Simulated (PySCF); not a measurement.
## Ionisation energy of C²⁺ by level of theory

C²⁺ [He] 2s2 (1S) → C³⁺ [He] 2s1 (2S), as a difference of total energies. All numbers are calculated (PySCF 2.14, the non-relativistic Hamiltonian (point nucleus), in def2-SVP). Correlated levels: valence: 1s2 frozen. The calculations carry no spin-orbit coupling.

```csv
method,ionisation energy (eV),error (eV)
UHF,45.453,-2.435
TPSS,46.915,-0.973
BP86,46.954,-0.934
MP2 (valence),46.544,-1.344
SCS-MP2 (valence),46.762,-1.126
CCSD (valence),47.443,-0.445
```

Reference: 47.888 eV (measured; NIST Atomic Spectra Database, ionization energies).

Errors of the correlated levels include the incompleteness of this basis and the frozen core.

With two correlated electrons CCSD is exact in that space.

The coupled-cluster amplitudes are large for C²⁺ (T1 above 0.03 or a double amplitude above 0.15), so a single reference is strained.
